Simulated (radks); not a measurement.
Charge is removed step by step from the 4s level of the terbium ion Tb+, starting from [Xe] 4f9 6s1. All-electron calculation, non-relativistic Kohn-Sham, r2SCAN, spin-unpolarised, spherical densities, point nucleus; meta-GGA in the generalised Kohn-Sham scheme; relativity is left out, which matters for an element this heavy. Program: a radial shooting solver on a logarithmic mesh with Libxc functionals.

removed (e),E - E(0) (eV),eigenvalue (eV),E minus straight line (eV)
0,0.000,-344.18,0.000
0.125,43.172,-346.58,-1.111
0.25,86.648,-349.04,-1.918
0.375,130.43,-351.56,-2.414
0.5,174.54,-354.13,-2.592
0.625,218.97,-356.75,-2.446
0.75,263.73,-359.42,-1.968
0.875,308.83,-362.13,-1.155
1,354.26,-364.88,0.000

Removing the whole electron costs 354.26 eV by Delta-SCF, against 344.18 eV from minus the eigenvalue at the starting occupation. Slater's transition state (half an electron removed) gives 354.13 eV. Integrating minus the eigenvalue over the occupation (Janak's theorem) gives 354.26 eV. The mean slope of the eigenvalue, de/dn, is 20.7 eV per electron.
